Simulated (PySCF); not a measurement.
HCu, charge +1, doublet, at a GFN2-xTB geometry (such geometries of metal compounds can be far from the true shape) (the multiplicity is a formal guess).

Input for PySCF:
```python
from pyscf import gto, scf, dft

mol = gto.Mole()
mol.atom = '''
    Cu   -0.00000000   -0.00000000   -0.04926702
    H     0.00000000    0.00000000    1.42874357
'''
mol.basis = 'def2-sv(p)'
mol.charge = 1
mol.spin = 1
mol.verbose = 4
mol.build()

mf = dft.UKS(mol)
mf.xc = 'wb97x'
mf.kernel()
```

Q: Estimate the <S^2> that WB97X/def2-SV(P) run with PySCF returns for this input.

A: 0.755

Q: What is the computed HOMO energy (WB97X/def2-SV(P))?

A: -18.45 eV

Q: Give the total energy at the level WB97X/def2-SV(P).

A: -1640.5315 Eh

Q: Predict the number of basis functions from WB97X/def2-SV(P).

A: 26

Q: What is the computed Mulliken (on the basis functions themselves) charges in atom order (WB97X/def2-SV(P))?

A: Cu1 0.83, H2 0.17

Q: Give the nuclear repulsion energy at the level WB97X/def2-SV(P).

A: 10.3830 Eh

These values belong to the state on which the SCF converged, which isn't shown to be the lowest.
